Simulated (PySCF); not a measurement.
## MTc for M along the chalcogens

PBE0 with triple-zeta basis sets in PySCF, for the lowest determinant that a PBE0 search found; no spin–orbit coupling. De refers to high-spin ground-configuration atoms. A positive dipole means M(−)Tc(+).

```json
{"M": "O", "basis": "def2-TZVPP", "state (unpaired electrons)": "sextet (σ ↑, π ↑↑, δ ↑↑)", "Re (Å)": "1.708", "ωe (cm⁻¹)": "942", "De (eV)": "n/a", "μ (D)": "3.78"}
{"M": "S", "basis": "def2-TZVPP", "state (unpaired electrons)": "sextet (σ ↑, π ↑↑, δ ↑↑)", "Re (Å)": "2.107", "ωe (cm⁻¹)": "521", "De (eV)": "n/a", "μ (D)": "4.64"}
{"M": "Se", "basis": "x2c-TZVPPall", "state (unpaired electrons)": "sextet (σ ↑, π ↑↑, δ ↑↑)", "Re (Å)": "2.246", "ωe (cm⁻¹)": "354", "De (eV)": "n/a", "μ (D)": "4.64"}
```

The shortest bond is that of TcO (1.708 Å), the longest that of TcSe (2.246 Å).

The rows differ in basis set, which adds steps of its own.

Down a group the atoms grow and get heavier, so bonds lengthen and wavenumbers fall; this series shows no clear exception.

De is left out where the level can put another filling of the metal’s s and d shells below the measured ground configuration, by anything from nothing to about 1 eV. Spin–orbit coupling is left out, which matters for elements this heavy, above all for dissociation energies. With d or f electrons several states lie close, and the lowest PBE0 determinant need not be the measured ground state.
